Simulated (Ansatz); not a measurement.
Harmonic frequencies (cm⁻¹) at PBE0-D4/def2-TZVP from Ansatz: 1945.

Which molecule is it?
A. `O=[P]`•
B. `N#[O+]`
C. `[B]=O`•
D. `[Te]=[Te]` (triplet)

C.
